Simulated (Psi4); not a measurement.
singlet silylene (H$_{2}$Si), singlet, geometry from GFN2-xTB; BLYP/STO-3G run with Psi4 1.11.

The Psi4 input:
```
memory 2 GB

molecule {
0 1
  Si   -0.00666824   -0.00277970    0.12275926
  H     0.04778718    1.13172388   -0.83406892
  H     0.04556812   -1.09280805   -0.88456070
}

set basis sto-3g
set scf_type pk
set puream true
set d_convergence 1e-8
set dft_radial_points 99
set dft_spherical_points 590

energy('blyp')
print_variables()
```

### Question
Predict the main parts of the log of this Psi4 run.

### Answer

```
   => Loading Basis Set <=

    Name: STO-3G
    Role: ORBITAL
    Keyword: BASIS

         ---------------------------------------------------------
                                   SCF
               by Justin Turney, Rob Parrish, Andy Simmonett
                          and Daniel G. A. Smith
                              RKS Reference
         ---------------------------------------------------------

  ==> Geometry <==

    Molecular point group: cs
    Full point group: Cs

    Geometry (in Angstrom), charge = 0, multiplicity = 1:

       Center              X                  Y                   Z               Mass
    ------------   -----------------  -----------------  -----------------  -----------------
         SI          -0.066097552694    -0.001494481843     0.000000000000    27.976926534650
         H            0.892275642285     1.133011909055     0.000000000000     1.007825032230
         H            0.942572983916    -1.091525532547     0.000000000000     1.007825032230

  Running in cs symmetry.

  Rotational constants: A =      9.26414  B =      6.75678  C =      3.90713 [cm^-1]
  Rotational constants: A = 277731.94324  B = 202563.24679  C = 117132.72448 [MHz]
  Nuclear repulsion =   10.214761321934072

  Charge       = 0
  Multiplicity = 1
  Electrons    = 16
  Nalpha       = 8
  Nbeta        = 8

  ==> Algorithm <==

  SCF Algorithm Type is PK.
  DIIS enabled.
  MOM disabled.
  Fractional occupation disabled.
  Guess Type is SAD.
  Energy threshold   = 1.00e-06
  Density threshold  = 1.00e-08
  Integral threshold = 1.00e-12

  ==> Primary Basis <==

  Basis Set: STO-3G
    Blend: STO-3G
    Number of shells: 7
    Number of basis functions: 11
    Number of Cartesian functions: 11
    Spherical Harmonics?: true
    Max angular momentum: 1

  ==> DFT Potential <==

   => LibXC <=

    Version 7.1.2
    S. Lehtola, C. Steigemann, M. J. T. Oliveira, and M. A. L. Marques,  SoftwareX 7, 1–5 (2018) (10.1016/j.softx.2017.11.002)

   => Composite Functional: BLYP <=

    BLYP GGA Exchange-Correlation Functional

    P.J. Stephens et. al., J. Phys. Chem., 98, 11623-11627, 1994
    B. Miehlich et. al., Chem. Phys. Lett., 157(3), 200-206 1989

    Deriv               =              1
    GGA                 =           TRUE
    Meta                =          FALSE

    Exchange Hybrid     =          FALSE
    MP2 Hybrid          =          FALSE

   => Exchange Functionals <=

    1.0000     XC_GGA_X_B88

   => Correlation Functionals <=

    1.0000     XC_GGA_C_LYP

   => LibXC Density Thresholds  <==

    XC_GGA_C_LYP:  1.00E-14
    XC_GGA_X_B88:  1.00E-15

   => Molecular Quadrature <=

    Radial Scheme          =       TREUTLER
    Pruning Scheme         =           NONE
    Nuclear Scheme         =       TREUTLER

    Blocking Scheme        =         OCTREE
    BS radius alpha        =              1
    Pruning alpha          =              1
    Radial Points          =             99
    Spherical Points       =            590
    Total Points           =         164282
    Total Blocks           =           1305
    Max Points             =            256
    Max Functions          =             11
    Weights Tolerance      =       1.00E-15

  ==> Integral Setup <==

  Using in-core PK algorithm.
   Calculation information:
      Number of atoms:                   3
      Number of AO shells:               7
      Number of primitives:             21
      Number of atomic orbitals:        11
      Number of basis functions:        11

      Integral cutoff                 1.00e-12
      Number of threads:                 1

  Performing in-core PK
  Using 4422 doubles for integral storage.
  We computed 406 shell quartets total.
  Whereas there are 406 unique shell quartets.

  ==> DiskJK: Disk-Based J/K Matrices <==

    J tasked:                  Yes
    K tasked:                   No
    wK tasked:                  No
    Schwarz Cutoff:          1E-12

  Minimum eigenvalue in the overlap matrix is 3.2332098616E-01.
  Reciprocal condition number of the overlap matrix is 1.7859916132E-01.
    Using symmetric orthogonalization.

  ==> Pre-Iterations <==

  SCF Guess: Superposition of Atomic Densities via on-the-fly atomic UHF (no occupation information).

   -------------------------
    Irrep   Nso     Nmo
   -------------------------
     A'         9       9
     A"         2       2
   -------------------------
    Total      11      11
   -------------------------

  ==> Iterations <==

                        Total Energy        Delta E     RMS |[F,P]|

   @RKS iter SAD:  -286.58504388492707   -2.86585e+02   0.00000e+00
   @RKS iter   1:  -287.16280681130502   -5.77763e-01   1.59957e-02 DIIS/ADIIS
   @RKS iter   2:  -287.16764448626668   -4.83767e-03   1.32674e-02 DIIS/ADIIS
   @RKS iter   3:  -287.18145062154332   -1.38061e-02   7.87364e-04 DIIS/ADIIS
   @RKS iter   4:  -287.18151087295195   -6.02514e-05   2.61018e-05 DIIS
   @RKS iter   5:  -287.18151093146321   -5.85113e-08   7.02540e-07 DIIS
   @RKS iter   6:  -287.18151093149629   -3.30829e-11   1.53356e-09 DIIS
  Energy and wave function converged.

  ==> Post-Iterations <==

   Electrons on quadrature grid:
      Ntotal   =   16.0000000013 ; deviation = 1.348e-09

    Orbital Energies [Eh]
    ---------------------

    Doubly Occupied:

       1Ap   -64.639906     2Ap    -4.790935     1App   -3.166114
       3Ap    -3.154376     4Ap    -3.146296     5Ap    -0.381479
       6Ap    -0.204466     7Ap    -0.071732

    Virtual:

       2App    0.007970     8Ap     0.302407     9Ap     0.358070

    Final Occupation by Irrep:
             Ap   App
    DOCC [     7,    1 ]
    NA   [     7,    1 ]
    NB   [     7,    1 ]

  @RKS Final Energy:  -287.18151093149629

   => Energetics <=

    Nuclear Repulsion Energy =             10.2147613219340716
    One-Electron Energy =                -420.2182629573928239
    Two-Electron Energy =                 144.5008704688740977
    DFT Exchange-Correlation Energy =     -21.6788797649116383
    Empirical Dispersion Energy =           0.0000000000000000
    VV10 Nonlocal Energy =                  0.0000000000000000
    Total Energy =                       -287.1815109314962911

Computation Completed

Properties will be evaluated at   0.000000,   0.000000,   0.000000 [a0]

Properties computed using the SCF density matrix

 Multipole Moments:

 ------------------------------------------------------------------------------------
     Multipole            Electronic (a.u.)      Nuclear  (a.u.)        Total (a.u.)
 ------------------------------------------------------------------------------------

 L = 1.  Multiply by 2.5417464519 to convert [e a0] to [Debye]
 Dipole X            :         -1.6964570            1.7186736            0.0222166
 Dipole Y            :         -0.0383573            0.0388596            0.0005023
 Dipole Z            :          0.0000000            0.0000000            0.0000000
 Magnitude           :                                                    0.0222222

 ------------------------------------------------------------------------------------

  Variable Map:
  ----------------------------------------------------------------------------
  "CURRENT ENERGY"              =>    -287.181510931496
  "CURRENT REFERENCE ENERGY"    =>    -287.181510931496
  "DD SOLVATION ENERGY"         =>       0.000000000000
  "DFT FUNCTIONAL TOTAL ENERGY" =>    -287.181510931496
  "DFT TOTAL ENERGY"            =>    -287.181510931496
  "DFT VV10 ENERGY"             =>       0.000000000000
  "DFT XC ENERGY"               =>     -21.678879764912
  "GRID ELECTRONS ALPHA"        =>       8.000000000674
  "GRID ELECTRONS BETA"         =>       8.000000000674
  "GRID ELECTRONS TOTAL"        =>      16.000000001348
  "NUCLEAR REPULSION ENERGY"    =>      10.214761321934
  "ONE-ELECTRON ENERGY"         =>    -420.218262957393
  "PCM POLARIZATION ENERGY"     =>       0.000000000000
  "PE ENERGY"                   =>       0.000000000000
  "SCF ITERATION ENERGY"        =>    -287.181510931496
  "SCF ITERATIONS"              =>       6.000000000000
  "SCF TOTAL ENERGY"            =>    -287.181510931496
  "TWO-ELECTRON ENERGY"         =>     144.500870468874
  "XC GRID RADIAL POINTS"       =>      99.000000000000
  "XC GRID SPHERICAL POINTS"    =>     590.000000000000
  "XC GRID TOTAL POINTS"        =>  164282.000000000000

  Array Variable Map:
  ----------------------------------------------------------------------------
  "CURRENT DIPOLE"              =>       0.022216562043 ... 0.000000000000 1 by 3
  "SCF DIPOLE"                  =>       0.022216562043 ... 0.000000000000 1 by 3
  "SCF TOTAL ENERGIES"          =>    -286.585043884927 ... -287.181510931496 1 by 7
```
